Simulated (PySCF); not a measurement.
Species: C9H12OSi.
SMILES with atom numbers: `[CH2:1]=[C:2]([CH3:3])[SiH2:4][O:5][c:6]1[cH:7][cH:8][cH:9][cH:10][cH:11]1` (hydrogens: H12, H13 on C1; H14, H15, H16 on C3; H17, H18 on Si4; H19 on C7; H20 on C8; H21 on C9; H22 on C10; H23 on C11)

Cartesian coordinates in Å at the PBE0-D3(BJ)/def2-SVP level; atoms count from 1:
```
atom  x, y, z in Å
C1     2.845    0.220    0.617
C2     2.635    0.173   -0.705
C3     3.751    0.191   -1.711
Si4    0.885    0.085   -1.346
O5    -0.106    0.020    0.010
C6    -1.451   -0.081    0.090
C7    -2.274   -0.129   -1.040
C8    -3.656   -0.235   -0.890
C9    -4.229   -0.294    0.379
C10   -3.404   -0.245    1.503
C11   -2.024   -0.139    1.365
H12    3.860    0.275    1.032
H13    2.015    0.205    1.329
H14    4.734    0.262   -1.222
H15    3.745   -0.721   -2.332
H16    3.655    1.043   -2.405
H17    0.542    1.285   -2.172
H18    0.675   -1.129   -2.196
H19   -1.836   -0.083   -2.041
H20   -4.289   -0.272   -1.780
H21   -5.312   -0.377    0.491
H22   -3.840   -0.290    2.504
H23   -1.365   -0.101    2.234
```

All values: PBE0/pcSseg-1 (PySCF, non-relativistic), on one gas-phase PBE0-D3(BJ)/def2-SVP geometry that isn't relaxed in the solvent. The solvent is an IEF-PCM continuum (van der Waals radii × 1.2). Only the electrostatic response of the medium enters.

```json
{"run": "gas", "E − E(gas) (kcal/mol)": "0.00", "HOMO (eV)": "-6.60", "HOMO–LUMO gap (eV)": "6.29", "dipole (D)": "1.05"}
{"run": "P", "E − E(gas) (kcal/mol)": "-1.78", "HOMO (eV)": "-6.64", "HOMO–LUMO gap (eV)": "6.34", "dipole (D)": "1.18"}
{"run": "Q", "E − E(gas) (kcal/mol)": "-4.19", "HOMO (eV)": "-6.75", "HOMO–LUMO gap (eV)": "6.37", "dipole (D)": "1.37"}
```

Q: The runs were made in benzene and methanol. Which run belongs to which solvent?

A: P = benzene, Q = methanol. The dielectric constants are 2.271 (benzene), 32.61 (methanol), and the energy falls further as ε rises. In this model the ground state sees the solvent through ε alone.

Q: How constant is the ratio of the lowering to (ε − 1)/(2ε + 1)?

A: 
| solvent | (ε − 1)/(2ε + 1) | E − E(gas) (kcal/mol) | ratio (kcal/mol) | polarisation term (kcal/mol) |
| --- | --- | --- | --- | --- |
| benzene | 0.229 | -1.78 | -7.8 | -1.87 |
| methanol | 0.477 | -4.19 | -8.8 | -4.72 |

The ratio changes by +13.0 % in size from benzene to methanol. The polarisation term is half the interaction of the solute with the induced surface charges.
